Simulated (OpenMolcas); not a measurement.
Ni7+, Pd7+, Pt7+: d3 down the group

```
Program             : OpenMolcas 26.06
Method              : MS-RASPT2, IPEA 0.25 Eh, imaginary shift 0.1 Eh
Basis               : ANO-R2
Scalar Hamiltonian  : X2C, finite nucleus
Spin-orbit coupling : state interaction with AMFI integrals over the reference wave functions, term energies averaged over their components
```

Active space for each ion: 9 electrons in 8 orbitals (RAS1 p, at most 2 holes; RAS2 d); closed shells correlated by CASPT2: Ni7+ 3s; Pd7+ 4s; Pt7+ 5s.

Computed levels in cm-1 above 4F 3/2:

| Level | Ni7+ | Pd7+ | Pt7+ |
| --- | --- | --- | --- |
| 4F 5/2 | 976 | 2520 | 10440 |
| 4F 7/2 | 2260 | 5380 | 17520 |
| 4P 1/2 | 24290 | 16760 | 22650 |
| 4P 5/2 | 25840 | 20500 | 34300 |
| 2G 7/2 | 26900 | 20370 | 32590 |
| 2G 9/2 | 28120 | 21520 | 53250 |
| 2P 3/2 | 33860 | 32760 | 57180 |
| 2P 1/2 | 34320 | 26110 | 40850 |
| 2H 9/2 | 37080 | 29150 | 34340 |
| weight of 4F in the lowest level (%) | 100 | 96 | 76 |

Mixed levels, with the weight of the term that names them: Ni7+ 2P 3/2 (55 %), Pd7+ 2G 9/2 (57 %), Pd7+ 2P 3/2 (55 %), Pd7+ 2H 9/2 (62 %), Pt7+ 4P 1/2 (67 %), Pt7+ 2G 7/2 (74 %), Pt7+ 2G 9/2 (58 %), Pt7+ 2P 3/2 (56 %), Pt7+ 2P 1/2 (67 %), Pt7+ 2H 9/2 (54 %).

Measured, with the error of the calculation in %. Measured levels: Ni7+ from Corliss and Sugar, J. Phys. Chem. Ref. Data 10, 197 (1981).

```csv
Level,Ni7+
4F 5/2,1012 (-3.6)
4F 7/2,2184 (+3.7)
4P 1/2,23261 (+4.4)
4P 5/2,24669 (+4.8)
```

The fine-structure level 4F 7/2 changes by a factor of 7.75 from Ni7+ to Pt7+.

Without spin-orbit coupling 4P lies 23070, 14080, 13140 cm-1 above 4F in that order; the difference to the level 4P 1/2, of either sign, comes from spin-orbit coupling, which also lowers the zero.

CASPT2 breaks the degeneracy within a term, and the mean is taken; among the terms shown or strongly mixed into the levels shown the widest spread is 1300 cm-1 (4d3 4F, Pd7+). Active for correlation alone: 3p; no level in the range computed is led by a configuration that opens it, so any true level of that kind is missing (holds for Ni7+). The CASPT2 spread within a term exceeds the gap to the next term for 3d3 2D(1) and 3d3 2H, so the order of their levels is uncertain (holds for Ni7+). Active for correlation alone: 4p; no level in the range computed is led by a configuration that opens it, so any true level of that kind is missing (holds for Pd7+). Active for correlation alone: 5p; no level in the range computed is led by a configuration that opens it, so any true level of that kind is missing (holds for Pt7+). Computed and measured levels are paired by configuration, term and J; levels that our copy of the source lacks, or whose pairing is in doubt (as where it misses far off the trend of its configuration), stay unpaired and out of the deviations. Only configurations of the active space appear.

A number in round brackets counts repeated terms of one configuration in the order of the reference energies.
